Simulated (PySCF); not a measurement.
PySCF input file for SiBrF₂, SMILES F[Si](F)Br, multiplicity 2, PBE-D3(BJ)/def2-SVP. Coordinates come from a PBE-D3(BJ)/def2-SVP optimisation.

```python
import numpy as np
from pyscf import gto, scf, dft, df
from pyscf.hessian import thermo

mol = gto.M(
    atom='''
    Si   -0.95427105    0.43025304    0.00000000
    Br    1.23242442   -0.04172857   -0.00000000
    F    -1.65416999   -0.25350236    1.30549203
    F    -1.65416999   -0.25350236   -1.30549202
    ''',
    basis='def2-SVP',
    charge=0,
    spin=1,
    max_memory=1600,
    verbose=3,
)
mf = dft.UKS(mol, xc='pbe').density_fit(auxbasis='def2-universal-jkfit')
mf.disp = 'd3bj'
mf.grids.level = 3
mf.conv_tol = 1e-11
mf.max_cycle = 100
mf.kernel()
fine, coarse = mf.grids, dft.Grids(mol).set(level=1).build(with_non0tab=True)
for _ in range(3):  # follow internal instabilities
    mf.grids = coarse
    mo, _, stable, _ = mf.stability(return_status=True, nroots=4)
    mf.grids = fine
    if stable:
        break
    mf.kernel(mf.make_rdm1(mo, mf.mo_occ))

# [left out here: the lines that compute and print the analytic Hessian (its translational invariance restored by hand, since the grid's response is missing), thermochemistry and intensities]
```

Log of the run:

```

WARN: HOMO -0.196784500989017 >= LUMO -0.196784500989017

converged SCF energy = -3062.16781250123  <S^2> = 0.75158341  2S+1 = 2.0015828
<class 'pyscf.df.df_jk.DFUKS'> wavefunction is stable in the internal stability analysis

WARN: DFTD3 does not support analytical Hessian, using finite difference


WARN: Mole.unit (angstrom) is changed to Bohr

Mode                                 0                   1                   2
Irrep
Freq [cm^-1]                      169.1934            205.7225            312.5133
Reduced mass [au]                  21.9196             24.6773             21.5476
Force const [Dyne/A]                0.3697              0.6153              1.2399
Char temp [K]                     243.4316            295.9889            449.6371
Normal mode                   x     y     z       x     y     z       x     y     z
       0  Si                -0.00  0.00  0.08    0.00 -0.04  0.00    0.03  0.10  0.00
       1  Br                -0.00 -0.00 -0.04    0.06  0.01 -0.00   -0.01 -0.01 -0.00
       2   F                -0.14  0.02  0.02   -0.13  0.01 -0.04    0.00 -0.06 -0.12
       3   F                 0.14 -0.02  0.02   -0.13  0.01  0.04    0.00 -0.06  0.12
Mode                                 3                   4                   5
Irrep
Freq [cm^-1]                      431.8562            832.0656            909.5001
Reduced mass [au]                  30.4432             21.6130             22.4246
Force const [Dyne/A]                3.3452              8.8162             10.9290
Char temp [K]                     621.3450           1197.1572           1308.5682
Normal mode                   x     y     z       x     y     z       x     y     z
       0  Si                 0.14 -0.08  0.00    0.09  0.08  0.00    0.00  0.00 -0.13
       1  Br                -0.04  0.02 -0.00   -0.00  0.00  0.00    0.00  0.00  0.00
       2   F                -0.01  0.03 -0.03   -0.06 -0.06  0.10   -0.05 -0.05  0.09
       3   F                -0.01  0.03  0.03   -0.06 -0.06 -0.10    0.05  0.05  0.09
temperature 298.1500 [K]
pressure 101325.00 [Pa]
Rotational constants [GHz] 6.96763 1.95769 1.60369
Symmetry number 1
Zero-point energy (ZPE) 0.00652 [Eh]   17111.690 [J/mol]
                           tot       elec      trans        rot        vib
Entropy [J/mol/K]       319.472      5.763    170.899    113.336     29.474
Cv [J/mol/K]             57.785      0.000     12.472     12.472     32.842
Cp [J/mol/K]             66.099      0.000     20.786     12.472     32.842
Internal energy [J/mol]                      3718.434   3718.434  22280.074
Internal energy [Eh]   -3062.15649  -3062.16781
Enthalpy [J/mol]                             6197.391   3718.434  22280.074
Enthalpy [Eh]          -3062.15555
Gibbs free energy [J/mol]                  -44756.029 -30072.595  13492.320
Gibbs free energy [Eh] -3062.19183
mode   freq/cm-1   IR/(km/mol)
   1      169.19         1.545
   2      205.72         3.490
   3      312.51        20.154
   4      431.86        85.112
   5      832.07       131.402
   6      909.50       113.288
max |gradient| / (hartree/bohr): 0.00015055189730011454
APT charges: [ 1.434  -0.3909 -0.5215 -0.5215]
```

The run converged.

Cost: around 50 core-seconds (rough).
